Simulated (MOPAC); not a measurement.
Input file for MOPAC: AM1 on CH4Si (SMILES C[SiH]), a point of a bond scan (R = 1.199 Å).

```
AM1 1SCF PRECISE CHARGE=0 THREADS=1
CH4Si

Si    -0.44283511 1    -0.33733196 1     0.51775234 1
H     -1.42990117 1    -0.70043934 1    -0.59087342 1
C      0.77076815 1     0.54410571 1    -0.65073574 1
H      1.73473822 1     0.98905450 1    -0.09378998 1
H      0.25620507 1     1.35865472 1    -1.17489853 1
H      1.10167411 1    -0.14880677 1    -1.43392500 1
```

The log:

```
*******************************************************************************
 **                                                                           **
 **                              MOPAC v23.2.5                                **
 **                                                                           **
 *******************************************************************************
 ** MOPAC's Digital Object Identifier: https://doi.org/10.5281/zenodo.6511958 **
 **                                                                           **
 ** Please cite the open-source release paper for use of this MOPAC version:  **
 ** J. E. Moussa and J. J. P. Stewart (2026)                                  **
 ** MOPAC: An open-source semiempirical molecular orbital program             **
 ** J. Open Source Softw., 11(119), 8025, https://doi.org/10.21105/joss.08025 **
 *******************************************************************************

                              AM1 CALCULATION RESULTS

 *******************************************************************************
 *  AM1        - The AM1 Hamiltonian to be used
 *
 *
 *
 *                 CHARGE ON SYSTEM = 0
 *
 *
 *
 *  PRECISE    - TIGHTER CRITERIA TO BE USED
 *  1SCF       - DO 1 SCF AND THEN STOP
 *  THREADS=1  - MULTI-THREADING NOT USED
 *  T=         - A TIME OF 172800.0 SECONDS REQUESTED
 *  DUMP=N     - RESTART FILE WRITTEN EVERY 7200.0 SECONDS REQUESTED
 *******************************************************************************
AM1 1SCF PRECISE CHARGE=0 THREADS=1
 CH4Si

   ATOM   CHEMICAL          X               Y               Z
  NUMBER   SYMBOL      (ANGSTROMS)     (ANGSTROMS)     (ANGSTROMS)

     1      Si         -0.44283511  *  -0.33733196  *   0.51775234  *
     2       H         -1.42990117  *  -0.70043934  *  -0.59087342  *
     3       C          0.77076815  *   0.54410571  *  -0.65073574  *
     4       H          1.73473822  *   0.98905450  *  -0.09378998  *
     5       H          0.25620507  *   1.35865472  *  -1.17489853  *
     6       H          1.10167411  *  -0.14880677  *  -1.43392500  *



          CARTESIAN COORDINATES

    NO.       ATOM           X           Y           Z

     1        Si         -0.4428     -0.3373      0.5178
     2         H         -1.4299     -0.7004     -0.5909
     3         C          0.7708      0.5441     -0.6507
     4         H          1.7347      0.9891     -0.0938
     5         H          0.2562      1.3587     -1.1749
     6         H          1.1017     -0.1488     -1.4339

  H: (AM1): M.J.S. DEWAR ET AL, J. AM. CHEM. SOC. 107 3902-3909 (1985)
  C: (AM1): M.J.S. DEWAR ET AL, J. AM. CHEM. SOC. 107 3902-3909 (1985)
 Si: (AM1): M.J.S.DEWAR, C. JIE, ORGANOMETALLICS, 6, 1486-1490 (1987).

           Empirical Formula: C H4 Si  =     6 atoms



      MOLECULAR POINT GROUP   :   Cs


      RHF CALCULATION, NO. OF DOUBLY OCCUPIED LEVELS = 6


 -------------------------------------------------------------------------------
 AM1 1SCF PRECISE CHARGE=0 THREADS=1
 CH4Si



     1SCF WAS SPECIFIED, SO BFGS WAS NOT USED
     SCF FIELD WAS ACHIEVED


                              AM1 CALCULATION
                                                       MOPAC v23.2.5 Linux




          FINAL HEAT OF FORMATION =         52.04554 KCAL/MOL =     217.75855 KJ/MOL


          COSMO AREA              =         95.21 SQUARE ANGSTROMS
          COSMO VOLUME            =         82.21 CUBIC ANGSTROMS

          IONIZATION POTENTIAL    =          7.726433 EV
          HOMO LUMO ENERGIES (EV) =         -7.726 -1.072
          NO. OF FILLED LEVELS    =          6
          MOLECULAR WEIGHT        =         44.1281         POINT GROUP:  Cs

          MOLECULAR DIMENSIONS (Angstroms)

            Atom       Atom       Distance
            H     4    H     2     3.62166
           Si     1    H     6     2.20498
            H     5   Si     1     1.60457


          SCF CALCULATIONS        =          1





   ATOM   CHEMICAL          X               Y               Z
  NUMBER   SYMBOL      (ANGSTROMS)     (ANGSTROMS)     (ANGSTROMS)

     1      Si         -0.44283511  *  -0.33733196  *   0.51775234  *
     2       H         -1.42990117  *  -0.70043934  *  -0.59087342  *
     3       C          0.77076815  *   0.54410571  *  -0.65073574  *
     4       H          1.73473822  *   0.98905450  *  -0.09378998  *
     5       H          0.25620507  *   1.35865472  *  -1.17489853  *
     6       H          1.10167411  *  -0.14880677  *  -1.43392500  *

                             CARTESIAN COORDINATES

   1   Si       -0.442835110    -0.337331960     0.517752340
   2    H       -1.429901170    -0.700439340    -0.590873420
   3    C        0.770768150     0.544105710    -0.650735740
   4    H        1.734738220     0.989054500    -0.093789980
   5    H        0.256205070     1.358654720    -1.174898530
   6    H        1.101674110    -0.148806770    -1.433925000


           Empirical Formula: C H4 Si  =     6 atoms



      MOLECULAR POINT GROUP   :   Cs


                  EIGENVALUES
 -28.27506 -13.96125 -13.60073 -13.11309 -11.04468  -7.72643  -1.07158   1.74857
   2.47697   4.14414   4.36245   5.10054


              NET ATOMIC CHARGES AND DIPOLE CONTRIBUTIONS

  ATOM NO.   TYPE          CHARGE      No. of ELECS.   s-Pop       p-Pop
    1         Si           0.622538        3.3775     1.51883     1.85863
    2          H          -0.297339        1.2973     1.29734
    3          C          -0.599403        4.5994     1.28915     3.31025
    4          H           0.094138        0.9059     0.90586
    5          H           0.090033        0.9100     0.90997
    6          H           0.090033        0.9100     0.90997
 DIPOLE           X         Y         Z       TOTAL
 POINT-CHG.    -0.129    -0.604     3.095     3.156
 HYBRID         0.559     1.011    -4.058     4.219
 SUM            0.430     0.407    -0.963     1.130


          ATOMIC ORBITAL ELECTRON POPULATIONS

     Atom    s        px        py        pz
    1 Si   1.51883   0.50493   0.21391   1.13979
    2  H   1.29734
    3  C   1.28915   1.11842   1.07733   1.11450
    4  H   0.90586
    5  H   0.90997
    6  H   0.90997

 **********************
 *                    *
 * JOB ENDED NORMALLY *
 *                    *
 **********************




 == MOPAC DONE ==
```

The run finished.

Cost: around 0.010 core-seconds (rough).
